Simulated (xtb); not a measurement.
CHOS, SMILES [OH+]=C=S, charge +1. All values are semi-empirical tight-binding results from xtb (GFN2-xTB unless named), good for trends rather than for accurate numbers. Coordinates come from a GFN2-xTB optimisation. The isomer is the one that the SMILES or the coordinates give; other isomers of the formula were not compared.

Computed properties:
```yaml
point_group_as_xtb_finds_it: Cs
orbital_gap: 3.95 eV
zero_point_energy: 11.0 kcal/mol
G − E(el) at 298.15 K (modified RRHO): -4.1 kcal/mol
static polarisability (D4 model): 33.4 bohr³
solvation energy, GFN2-xTB/ALPB(water): -67.5 kcal/mol
solvation energy, GFN2-xTB/ALPB(toluene): -48.3 kcal/mol
```
